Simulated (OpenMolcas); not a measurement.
P2+: effect of the active space

```yaml
Program: OpenMolcas 26.06
Method: CASSCF or its RAS form
Basis: ANO-R2
Scalar_Hamiltonian: X2C, finite nucleus
Spin-orbit_coupling: RASSI with atomic mean-field integrals over the reference wave functions, term energies averaged over their components
```

A. 3 electrons in 4 orbitals (3s 3p); 2S+1 = 4 odd, 1 root; 2S+1 = 2 odd, 11 roots; 2S+1 = 4 even, 3 roots; 2S+1 = 2 even, 9 roots; cost about 25 core-seconds
B. 3 electrons in 8 orbitals (3s 3p 4s 4p); 2S+1 = 4 odd, 1 root; 2S+1 = 2 odd, 11 roots; 2S+1 = 4 even, 3 roots; 2S+1 = 2 even, 9 roots; cost roughly 30 core-seconds
C. 3 electrons in 9 orbitals (RAS2 3s 3p; RAS3 3d, at most 2 electrons); 2S+1 = 4 odd, 1 root; 2S+1 = 2 odd, 11 roots; 2S+1 = 4 even, 3 roots; 2S+1 = 2 even, 9 roots; cost about 40 core-seconds

Energies in cm⁻¹ above 3s² 3p ²P°_1/2, the measured ground level; measured values from Martin, Zalubas and Musgrove, J. Phys. Chem. Ref. Data 14, 751 (1985).

| Level | A | B | C | Measured |
| --- | --- | --- | --- | --- |
| 3s² 3p ²P°_1/2 | 0.0 | 0.0 | 0.0 | 0.0 |
| 3s² 3p ²P°_3/2 | 496 | 489 | 489 | 559 |
| 3s 3p² ⁴P_1/2 | 49904 | 50663 | 53974 | 56922 |
| 3s 3p² ⁴P_3/2 | 50080 | 50839 | 54147 | 57126 |
| 3s 3p² ⁴P_5/2 | 50368 | 51127 | 54431 | 57454 |
| 3s 3p² ²D_3/2 | 86380 | 86303 | 74776 |  |
| 3s 3p² ²D_5/2 | 86383 | 86347 | 74791 |  |
| 3s 3p² ²S_1/2 | 104592 | 103828 | 102946 | 100200 |

Deviations, from unrounded energies. A percentage is the sum of absolute deviations over the sum of measured energies, with the sign that they share, or ± where signs differ.

```tsv
Against measurement	Levels	A	B	C
mean absolute deviation (cm-1)	5	5100	4500	2400
fine structure of the ground term (%)	1	-11.4	-12.6	-12.5
other configurations (%)	4	±9.4	±8.3	±4.3
```

C lies closest to measurement on these levels and A furthest from it. The largest miss of C in the table is 3s 3p² ⁴P_5/2, by -3000 cm-1. The ranking rests on the paired levels alone, and a cruder setting can come out closer through cancelling errors.

Among A to C the level of the table that moves most is 3s 3p² ²D_3/2, by 12000 cm-1 (lowest in C, highest in A).

Terms of s pⁿ other than that of highest spin mix with s² pⁿ⁻² d, which this space lacks; all of them can be thousands of cm-1 off, and some have no real level of that name (holds for A; B). The run also gave levels led by 3s² 4p, which use shells meant for correlation; these and all levels above them are left out (holds for B). Active for correlation alone: 3d; no level in the range computed is led by a configuration that fills it, so any true level of that kind is missing (holds for C). Some terms mix strongly with configurations of 3d, whose occupation reaches 0.21 (3s 3p² ²D) (holds for C). Computed and measured levels are paired by configuration, term and J; levels that our copy of the source lacks, or whose pairing is in doubt (as where it misses far off the trend of its configuration), stay unpaired and out of the deviations. Only configurations of the active space appear. The table leaves out levels that lie high or whose names do not pair safely across all columns.

° marks odd parity.
